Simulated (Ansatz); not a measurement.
Geometry optimisation, Ansatz, RKS r2SCAN-D4/def2-SVP.

The input (input.yaml):

```yaml
crystal:
  periodic: [false, false, false]
  atoms:
    - { symbol: Zr, position_ang: [-0.421789, 0.078279, -0.697766] }
    - { symbol: Cl, position_ang: [-0.132885, 1.299756, 2.801004] }
    - { symbol: "N", position_ang: [1.524159, -0.383353, -0.387263] }
    - { symbol: H, position_ang: [1.90191, -1.252367, -0.011854] }
    - { symbol: H, position_ang: [2.295459, 0.275043, -0.501911] }
    - { symbol: F, position_ang: [-0.584242, 1.973512, -0.878425] }
    - { symbol: F, position_ang: [-0.965404, -0.684062, -2.367038] }
    - { symbol: O, position_ang: [-1.570584, -0.825518, 0.706247] }
    - { symbol: H, position_ang: [-2.363955, -1.368735, 0.746147] }
    - { symbol: H, position_ang: [-0.91217, 0.257744, 2.506757] }
basis:
  gaussian: { orbitals: def2-SVP }
hamiltonian:
  xc: r2scan
  dispersion: d4
relax:
  f_tol: 0.03
  max_steps: 50
```

Run as:

```bash
$ ansatz run input.yaml --threads 4 --pin off --max-ram 5120MiB --backend cpu --events-out ev --progress --plain --runs-dir out
```

Where does it end, and by what steps?

The forces met the threshold. After 22 steps the energy has fallen by 1.174 eV; F7 moved furthest, 1.50 Å. Parted: Cl2–H10. Joined: Zr1–Cl2, O8–H10.

| step | energy less start (eV) | largest force component (eV/Å) | accepted |
| --- | --- | --- | --- |
| 0 | 0.0000 | 1.044 | yes |
| 1 | -0.1141 | 0.330 | yes |
| 2 | -0.1542 | 0.336 | yes |
| 3 | -0.1777 | 0.441 | yes |
| 4 | -0.1967 | 0.438 | yes |
| 5 | -0.2142 | 0.252 | yes |
| 6 | -0.2552 | 0.454 | yes |
| 7 | -0.3498 | 0.885 | yes |
| 8 | -0.4841 | 2.217 | yes |
| 9 | -0.5067 | 5.354 | yes |
| 10 | -0.8668 | 2.726 | yes |
| 11 | -1.0234 | 0.524 | yes |
| 12 | -1.0778 | 0.381 | yes |
| 13 | -1.0943 | 0.322 | yes |
| 14 | -1.1161 | 0.646 | yes |
| 15 | -1.1262 | 0.452 | yes |
| 16 | -1.1393 | 0.482 | yes |
| 17 | -1.1514 | 0.642 | yes |
| 18 | -1.1559 | 0.403 | yes |
| 19 | -1.1700 | 0.207 | yes |
| 20 | -1.1730 | 0.045 | yes |
| 21 | -1.1737 | 0.034 | yes |
| 22 | -1.1739 | 0.013 | yes |

```xyz
10
Properties=species:S:1:pos:R:3
Zr -0.269 0.716 -0.227
Cl -0.815 1.752 1.890
N 1.452 -0.339 -0.243
H 1.577 -1.286 0.113
H 2.333 -0.010 -0.640
F 0.299 2.194 -1.291
F -1.729 -0.051 -1.240
O -1.006 -1.183 1.026
H -1.817 -1.509 0.604
H -1.254 -0.913 1.925
```

Time of the run: 2.4 min on 4 threads of Arm Neoverse N1, with other jobs on the host, peak memory 0.23 GiB.
